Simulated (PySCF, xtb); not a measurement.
C₂H₃BrCl₂, SMILES CC(Cl)(Cl)Br.

GFN2-xTB in xtb 6.7.1 at its own geometry gives an orbital gap of 4.37 eV and a dipole moment of 3.11 D.

Coordinates come from a B3LYP-D3(BJ)/def2-SVP optimisation.

Task: What does CAM-B3LYP/def2-TZVP (PySCF) give? (The exact figures need the calculation; the answer reports its results.)

Result: gap 9.39 eV (levels -9.67 and -0.27 eV), dipole 1.80 D.
